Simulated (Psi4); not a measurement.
O2Zr, singlet, geometry from GFN2-xTB (such geometries of metal compounds can be far from the true shape) (core potentials on Zr); Psi4 with B3LYP/def2-SVP.

Input for Psi4:
```
memory 2 GB

molecule {
0 1
  Zr   -0.14735518   -0.16294999   -0.21094306
  O     1.44787434    0.60647650   -0.38052480
  O    -0.71109845    0.20827346    1.43524010
}

set basis def2-svp
set scf_type pk
set puream true
set d_convergence 1e-8
set dft_radial_points 99
set dft_spherical_points 590

energy('b3lyp')
print_variables()
```

The log (banner, timings and long lists left out):

```
   => Loading Basis Set <=

    Name: DEF2-SVP
    Role: ORBITAL
    Keyword: BASIS

    !!!  WARNING: ECP capability is in beta. Please check occupations closely.  !!!

         ---------------------------------------------------------
                                   SCF
               by Justin Turney, Rob Parrish, Andy Simmonett
                          and Daniel G. A. Smith
                              RKS Reference
         ---------------------------------------------------------

  ==> Geometry <==

    Molecular point group: c2v
    Full point group: C2v

    Geometry (in Angstrom), charge = 0, multiplicity = 1:

       Center              X                  Y                   Z               Mass
    ------------   -----------------  -----------------  -----------------  -----------------
         ZR           0.000000000000     0.000000000000    -0.279758747227    89.904697700000
         O            1.424493887412     0.000000000000     0.786238194971    15.994914619570
         O           -1.424493887412    -0.000000000000     0.786238194971    15.994914619570

  Running in c2v symmetry.

  Rotational constants: A =      0.62874  B =      0.25969  C =      0.18378 [cm^-1]
  Rotational constants: A =  18849.29801  B =   7785.45677  C =   5509.73328 [MHz]
  Nuclear repulsion =   68.993137465858425

  Charge       = 0
  Multiplicity = 1
  Electrons    = 28
  Nalpha       = 14
  Nbeta        = 14

  ==> Algorithm <==

  SCF Algorithm Type is PK.
  DIIS enabled.
  MOM disabled.
  Fractional occupation disabled.
  Guess Type is SAD.
  Energy threshold   = 1.00e-06
  Density threshold  = 1.00e-08
  Integral threshold = 1.00e-12

  ==> Primary Basis <==

  Basis Set: DEF2-SVP
    Blend: DEF2-SVP
    Number of shells: 23
    Number of basis functions: 59
    Number of Cartesian functions: 66
    Spherical Harmonics?: true
    Max angular momentum: 3

  Core potential: DEF2-SVP
    Number of shells: 4
    Number of ECP primitives: 14
    Number of ECP core electrons: 28
    Max angular momentum: 3

  ==> DFT Potential <==

   => LibXC <=

    Version 7.1.2
    S. Lehtola, C. Steigemann, M. J. T. Oliveira, and M. A. L. Marques,  SoftwareX 7, 1–5 (2018) (10.1016/j.softx.2017.11.002)

   => Composite Functional: B3LYP <=

    B3LYP Hyb-GGA Exchange-Correlation Functional

    P. J. Stephens, F. J. Devlin, C. F. Chabalowski, and M. J. Frisch,  J. Phys. Chem. 98, 11623 (1994) (10.1021/j100096a001)

    Deriv               =              1
    GGA                 =           TRUE
    Meta                =          FALSE

    Exchange Hybrid     =           TRUE
    MP2 Hybrid          =          FALSE

   => Exchange Functionals <=

    0.0800   Slater exchange
    0.7200         Becke 88

   => Exact (HF) Exchange <=

    0.2000               HF

   => Correlation Functionals <=

    0.1900   Vosko, Wilk & Nusair (VWN5_RPA)
    0.8100   Lee, Yang & Parr

   => LibXC Density Thresholds  <==

    XC_HYB_GGA_XC_B3LYP:  1.00E-15

   => Molecular Quadrature <=

    Radial Scheme          =       TREUTLER
    Pruning Scheme         =           NONE
    Nuclear Scheme         =       TREUTLER

    Blocking Scheme        =         OCTREE
    BS radius alpha        =              1
    Pruning alpha          =              1
    Radial Points          =             99
    Spherical Points       =            590
    Total Points           =         169619
    Total Blocks           =           1350
    Max Points             =            256
    Max Functions          =             58
    Weights Tolerance      =       1.00E-15

  ==> Integral Setup <==

  Using in-core PK algorithm.
   Calculation information:
      Number of atoms:                   3
      Number of AO shells:              23
      Number of primitives:             43
      Number of atomic orbitals:        66
      Number of basis functions:        59

      Integral cutoff                 1.00e-12
      Number of threads:                 1

  Performing in-core PK
  Using 3134670 doubles for integral storage.
  We computed 36912 shell quartets total.
  Whereas there are 38226 unique shell quartets.

  ==> DiskJK: Disk-Based J/K Matrices <==

    J tasked:                  Yes
    K tasked:                  Yes
    wK tasked:                  No
    Schwarz Cutoff:          1E-12

  Minimum eigenvalue in the overlap matrix is 1.7642619299E-02.
  Reciprocal condition number of the overlap matrix is 4.8178028766E-03.
    Using symmetric orthogonalization.

  ==> Pre-Iterations <==

  SCF Guess: Superposition of Atomic Densities via on-the-fly atomic UHF (no occupation information).

   -------------------------
    Irrep   Nso     Nmo
   -------------------------
     A1        24      24
     A2         7       7
     B1        17      17
     B2        11      11
   -------------------------
    Total      59      59
   -------------------------

  ==> Iterations <==

                        Total Energy        Delta E     RMS |[F,P]|

   @RKS iter SAD:  -196.42635545096056   -1.96426e+02   0.00000e+00
    Occupation by irrep:
             A1    A2    B1    B2
    DOCC [     7,    1,    4,    2 ]
    NA   [     7,    1,    4,    2 ]
    NB   [     7,    1,    4,    2 ]

   @RKS iter   1:  -196.55170066204974   -1.25345e-01   4.39473e-02 DIIS/ADIIS
   @RKS iter   2:  -181.82039755664070    1.47313e+01   1.37600e-01 ADIIS
    Occupation by irrep:
             A1    A2    B1    B2
    DOCC [     6,    1,    5,    2 ]
    NA   [     6,    1,    5,    2 ]
    NB   [     6,    1,    5,    2 ]

   @RKS iter   3:  -194.60807047106741   -1.27877e+01   7.47286e-02 DIIS/ADIIS
   @RKS iter   4:  -197.39885292007952   -2.79078e+00   9.52397e-03 DIIS/ADIIS
   @RKS iter   5:  -197.42797123633051   -2.91183e-02   2.67830e-03 DIIS/ADIIS
   @RKS iter   6:  -197.42985863345561   -1.88740e-03   1.87454e-03 DIIS/ADIIS
   @RKS iter   7:  -197.43132846417947   -1.46983e-03   2.09130e-04 DIIS/ADIIS
   @RKS iter   8:  -197.43135116377599   -2.26996e-05   7.78102e-05 DIIS
   @RKS iter   9:  -197.43135443638798   -3.27261e-06   1.18862e-05 DIIS
   @RKS iter  10:  -197.43135450136910   -6.49811e-08   4.23504e-06 DIIS
   @RKS iter  11:  -197.43135450999080   -8.62170e-09   2.03480e-07 DIIS
   @RKS iter  12:  -197.43135451006813   -7.73355e-11   3.50020e-08 DIIS
   @RKS iter  13:  -197.43135451006992   -1.79057e-12   5.33018e-09 DIIS
  Energy and wave function converged.

  ==> Post-Iterations <==

   Electrons on quadrature grid:
      Ntotal   =   27.9999926748 ; deviation = -7.325e-06

    Orbital Energies [Eh]
    ---------------------

    Doubly Occupied:

       1A1   -19.071365     1B1   -19.071337     2A1    -2.104065
       2B1    -1.263713     3A1    -1.256578     1B2    -1.244818
       4A1    -0.801543     3B1    -0.789469     5A1    -0.313901
       4B1    -0.302726     1A2    -0.295071     2B2    -0.280515
       6A1    -0.266271     5B1    -0.234505

    Virtual:

       7A1    -0.118889     3B2    -0.065253     8A1    -0.057477
       6B1    -0.001050     2A2     0.018559     4B2     0.028148
       9A1     0.053127    10A1     0.067084     7B1     0.090392
      11A1     0.133775     3A2     0.210703     5B2     0.210792
      12A1     0.220103    13A1     0.239383     6B2     0.269254
       8B1     0.269767    14A1     0.401134     9B1     0.474108
       7B2     0.872196    15A1     0.884674    16A1     0.905359
      10B1     0.911856     8B2     0.923538     4A2     0.940285
      11B1     0.961267    12B1     1.088925     5A2     1.131708
       9B2     1.141032    17A1     1.167862    18A1     1.213931
      13B1     1.228974    19A1     1.368464    14B1     1.422371
      20A1     1.540363     6A2     2.684642    15B1     2.695599
      21A1     2.698105    10B2     2.722564    22A1     2.841649
      11B2     2.856787     7A2     2.885159    16B1     2.945710
      17B1     2.971825    23A1     3.153331    24A1    32.889200

    Final Occupation by Irrep:
             A1    A2    B1    B2
    DOCC [     6,    1,    5,    2 ]
    NA   [     6,    1,    5,    2 ]
    NB   [     6,    1,    5,    2 ]

  @RKS Final Energy:  -197.43135451006992

   => Energetics <=

    Nuclear Repulsion Energy =             68.9931374658584247
    One-Electron Energy =                -424.8110667839061989
    Two-Electron Energy =                 177.1759607416784377
    DFT Exchange-Correlation Energy =     -18.7893859337005829
    Empirical Dispersion Energy =           0.0000000000000000
    VV10 Nonlocal Energy =                  0.0000000000000000
    Total Energy =                       -197.4313545100699230

Computation Completed

Properties will be evaluated at   0.000000,   0.000000,   0.000000 [a0]

Properties computed using the SCF density matrix

 Multipole Moments:

 ------------------------------------------------------------------------------------
     Multipole            Electronic (a.u.)      Nuclear  (a.u.)        Total (a.u.)
 ------------------------------------------------------------------------------------

 L = 1.  Multiply by 2.5417464519 to convert [e a0] to [Debye]
 Dipole X            :          0.0000000           -0.0000000           -0.0000000
 Dipole Y            :          0.0000000           -0.0000000           -0.0000000
 Dipole Z            :        -20.4918877           17.4283888           -3.0634989
 Magnitude           :                                                    3.0634989

 ------------------------------------------------------------------------------------

  Variable Map:
  ----------------------------------------------------------------------------
  "CURRENT ENERGY"              =>    -197.431354510070
  "CURRENT REFERENCE ENERGY"    =>    -197.431354510070
  "DD SOLVATION ENERGY"         =>       0.000000000000
  "DFT FUNCTIONAL TOTAL ENERGY" =>    -197.431354510070
  "DFT TOTAL ENERGY"            =>    -197.431354510070
  "DFT VV10 ENERGY"             =>       0.000000000000
  "DFT XC ENERGY"               =>     -18.789385933701
  "GRID ELECTRONS ALPHA"        =>      13.999996337419
  "GRID ELECTRONS BETA"         =>      13.999996337419
  "GRID ELECTRONS TOTAL"        =>      27.999992674839
  "NUCLEAR REPULSION ENERGY"    =>      68.993137465858
  "ONE-ELECTRON ENERGY"         =>    -424.811066783906
  "PCM POLARIZATION ENERGY"     =>       0.000000000000
  "PE ENERGY"                   =>       0.000000000000
  "SCF ITERATION ENERGY"        =>    -197.431354510070
  "SCF ITERATIONS"              =>      13.000000000000
  "SCF TOTAL ENERGY"            =>    -197.431354510070
  "TWO-ELECTRON ENERGY"         =>     177.175960741678
  "XC GRID RADIAL POINTS"       =>      99.000000000000
  "XC GRID SPHERICAL POINTS"    =>     590.000000000000
  "XC GRID TOTAL POINTS"        =>  169619.000000000000

  Array Variable Map:
  ----------------------------------------------------------------------------
  "CURRENT DIPOLE"              =>      -0.000000000000 ... -3.063498904742 1 by 3
  "SCF DIPOLE"                  =>      -0.000000000000 ... -3.063498904742 1 by 3
  "SCF TOTAL ENERGIES"          =>    -196.426355450961 ... -197.431354510070 1 by 14
```
